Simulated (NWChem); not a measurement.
System: SnNH3O, singlet; SMILES [Sn]([NH2])[OH]

```xyz
6

Sn    -0.3822     0.0263     0.0000
O      0.9806     1.4952     0.0000
H      1.9009     1.2072     0.0000
N      0.9582    -1.5102     0.0000
H      1.9711    -1.4257     0.0000
H      0.6849    -2.4883     0.0000
```
Atoms are numbered in this order, from 1.

Computed with NWChem. Low-valent species are run as closed-shell singlets; no triplet was tried in these runs. Structure relaxed at the PBE0/def2-SVP level. def2 effective core potentials on Sn; no spin-orbit coupling. Level MN15/def2-SVP: energy and gradient on several grids; changes count from the extra-fine grid, which is no exact limit either.

Task: Which is the coarsest grid (xcoarse; xfine; medium; coarse; fine) from which on the energy stays within 100 μHa and each gradient component within 200 μHa/bohr of xfine?

Result: medium.
```json
[
 {"grid": "xcoarse", "size of the energy change (μHa)": "10000", "largest change of a gradient component (μHa/bohr)": "10000", "time, medium = 1 (rough)": "0.5"},
 {"grid": "coarse", "size of the energy change (μHa)": "500", "largest change of a gradient component (μHa/bohr)": "600", "time, medium = 1 (rough)": "about 1"},
 {"grid": "medium", "size of the energy change (μHa)": "< 10", "largest change of a gradient component (μHa/bohr)": "100", "time, medium = 1 (rough)": "about 1"},
 {"grid": "fine", "size of the energy change (μHa)": "< 10", "largest change of a gradient component (μHa/bohr)": "< 30", "time, medium = 1 (rough)": "about 1"},
 {"grid": "xfine", "size of the energy change (μHa)": "< 10", "largest change of a gradient component (μHa/bohr)": "< 30", "time, medium = 1 (rough)": "about 1"}
]
```
